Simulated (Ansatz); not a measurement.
System: H₂SiOCl, charge 0, doublet. H2SiOCl (SMILES O[SiH]Cl, doublet).
B3LYP-D3(BJ)/def2-TZVP minimum from Ansatz (a program for electronic structure):
```
Si
O 1 1.6454
H 2 0.9618 1 119.02
H 1 1.4861 2 105.01 3 168.99
Cl 1 2.0818 4 108.15 2 118.53
```
Charge 0, spin multiplicity 2.

Wanted: atomisation energy (electronic, to ground-state atoms), in kcal/mol. Radicals and triplets start from unrestricted determinants; spin-orbit coupling is neglected. Correlated methods leave the cores frozen. Rows without X2C or -DK are non-relativistic. CBS(X,Y): correlation extrapolated as X^-3, Hartree-Fock from the larger set. A bracket is a step between two methods taken in the basis named. The functionals are non-relativistic, so their misses hold any scalar relativity. '+ core + X2C': CCSD(T) terms for core correlation (cc-pwCVTZ, 1s frozen past Ne) and scalar relativity (cc-pVTZ-DK). For partners of very few electrons the exact lower level stands in for a higher one.

Compared with CCSD(T)/CBS(cc-pV(T+d)Z,cc-pV(Q+d)Z) + [CCSDT(Q) - CCSD(T)]/cc-pV(D+d)Z + core + X2C (Ansatz): 385.7 kcal/mol.

### Question
Rank these levels by how close they come to it, closest first: PBE0/def2-TZVPD (Ansatz); CCSD/CBS(cc-pV(T+d)Z,cc-pV(Q+d)Z) (Ansatz); PBE/def2-TZVPD (Ansatz).

### Answer
PBE/def2-TZVPD (387.1 kcal/mol, difference 1.4), PBE0/def2-TZVPD (378.7 kcal/mol, difference -7.0), CCSD/CBS(cc-pV(T+d)Z,cc-pV(Q+d)Z) (378.3 kcal/mol, difference -7.4)
